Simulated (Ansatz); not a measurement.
`[CH3][GeH]1[O][SiH2]1` + H–F → `[F][GeH]1[O][SiH2]1` + CH₄ at 600 K and 1 bar (ligand exchange at a Ge–C bond).

Calculated with Ansatz (gas phase, PBE0-D4/def2-TZVP geometries, no zero-point term in ΔE). CBS: MP2 limit from def2 TZ/QZ plus the TZ coupled-cluster correction, frozen cores. This one scheme is used for every species. For Ge outer-core shells are correlated without core-valence functions, which leaves a few kJ/mol of doubt a bond. Scalar relativity is left out up to krypton.

```json
{"species": "`[CH3][GeH]1[O][SiH2]1`", "CCSD(T)/CBS energy (Eh)": "-2482.04381", "H − E (kJ/mol)": "230.9", "S (J/(mol·K))": "427.9"}
{"species": "H–F", "CCSD(T)/CBS energy (Eh)": "-100.39570", "H − E (kJ/mol)": "42.3", "S (J/(mol·K))": "194.0"}
{"species": "`[F][GeH]1[O][SiH2]1`", "CCSD(T)/CBS energy (Eh)": "-2542.00275", "H − E (kJ/mol)": "130.9", "S (J/(mol·K))": "392.1"}
{"species": "CH₄", "CCSD(T)/CBS energy (Eh)": "-40.46206", "H − E (kJ/mol)": "140.4", "S (J/(mol·K))": "215.7"}
```

H − E and S are ideal-gas, rigid-rotor, harmonic terms from PBE0-D4/def2-TZVP, for one conformer and one mirror image of each species. 1 Eh = 2625.50 kJ/mol, R = 8.31446 J/(mol·K).

Problem. By hand: ΔE, ΔH, ΔS and ΔG.

Solution. ΔE = (-2542.00275) + (-40.46206) − (-2482.04381) − (-100.39570) = -0.02530 Eh = -66.4 kJ/mol. Δ(H − E) = 130.9 + 140.4 − 230.9 − 42.3 = -1.9, so ΔH = -68.3 kJ/mol. ΔS = 392.1 + 215.7 − 427.9 − 194.0 = -14.1 J/(mol·K). ΔG = -68.3 − 600 × (-14.1)/1000 = -59.8 kJ/mol.

Problem. By hand: the equilibrium constant, and the temperature at which ΔG would vanish if ΔH and ΔS stayed fixed.

Solution. log₁₀ K = −ΔG/(RT ln 10) = 5.2. ΔG = 0 at ΔH/ΔS = 4844 K, far beyond where these terms or the molecules hold.

The number of gas molecules stays the same, so ΔS is small and ΔH decides. A doubt of 5 kJ/mol in ΔE shifts log₁₀ K by 0.4 here. Other conformers and mirror images would add mixing entropy, several J/(mol·K) or more a flexible species. These are equilibria of isolated gas molecules and say nothing of rates. Largest T1 diagnostic: 0.014 (customary marks: 0.02 for closed shells, 0.045 for open ones).
